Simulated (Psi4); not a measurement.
Interaction energy of C3H8 ··· H3Al (SMILES CCC and [AlH3]). Monomers: optimised at B3LYP-D3(BJ) (def2-TZVP), held rigid. Orientation: lowest of the rigid-body minima from ten starts at GFN2-xTB. The monomers approach along the line of their centres of mass (distance R); nothing else relaxes.

Calculation: SAPT0/jun-cc-pVDZ, frozen core run with Psi4 1.11.

Components in kcal/mol:

```json
[
 {"R / Å": "2.34", "electrostatics": "-27.00", "exchange": "78.38", "induction": "-17.49", "dispersion": "-14.90", "total": "18.99"},
 {"R / Å": "2.47", "electrostatics": "-19.04", "exchange": "56.25", "induction": "-13.03", "dispersion": "-11.95", "total": "12.23"},
 {"R / Å": "2.73", "electrostatics": "-9.15", "exchange": "28.19", "induction": "-7.01", "dispersion": "-7.72", "total": "4.31"},
 {"R / Å": "2.90", "electrostatics": "-5.53", "exchange": "17.61", "induction": "-4.58", "dispersion": "-5.82", "total": "1.68"},
 {"R / Å": "3.13", "electrostatics": "-2.71", "exchange": "9.13", "induction": "-2.53", "dispersion": "-3.99", "total": "-0.11"},
 {"R / Å": "3.27", "electrostatics": "-1.72", "exchange": "6.05", "induction": "-1.76", "dispersion": "-3.19", "total": "-0.61"},
 {"R / Å": "3.62", "electrostatics": "-0.49", "exchange": "2.10", "induction": "-0.70", "dispersion": "-1.84", "total": "-0.93"},
 {"R / Å": "3.92", "electrostatics": "-0.12", "exchange": "0.82", "induction": "-0.33", "dispersion": "-1.17", "total": "-0.80"},
 {"R / Å": "4.43", "electrostatics": "0.04", "exchange": "0.16", "induction": "-0.10", "dispersion": "-0.57", "total": "-0.48"},
 {"R / Å": "5.12", "electrostatics": "0.05", "exchange": "0.02", "induction": "-0.03", "dispersion": "-0.24", "total": "-0.20"},
 {"R / Å": "6.09", "electrostatics": "0.03", "exchange": "0.00", "induction": "-0.01", "dispersion": "-0.09", "total": "-0.06"},
 {"R / Å": "7.38", "electrostatics": "0.01", "exchange": "0.00", "induction": "0.00", "dispersion": "-0.03", "total": "-0.01"}
]
```
